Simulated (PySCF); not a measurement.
Stepwise substitution at one centre (In F-Cl). Isolated molecules, 0 K electronic values unless said otherwise. Strings in code marks are SMILES.

The HOMO–LUMO gap from two functionals at the same geometries (PBE0-D4/def2-TZVP), both in PySCF: PBE-D3(BJ)/def2-TZVP and PBE0-D4/def2-TZVP. 

```
species                                          PBE-D3(BJ)/def2-TZVP (eV)  PBE0-D4/def2-TZVP (eV)
-----------------------------------------------  -------------------------  ----------------------
0 of 3 F replaced by Cl (`[F][In]([F])[F]`)                           4.82                    7.73
1 of 3 F replaced by Cl                                               4.32                    6.72
2 of 3 F replaced by Cl (`[In]([Cl])([F])[Cl]`)                       4.30                    6.64
3 of 3 F replaced by Cl (`[Cl][In]([Cl])[Cl]`)                        4.26                    6.57
```

Over these rows, drawn at random from the members with no instability flagged (it was tested for open shells, ions and some series alone), PBE minus PBE0-D4: mean -2.49 eV, from -2.91 eV to -2.31 eV.
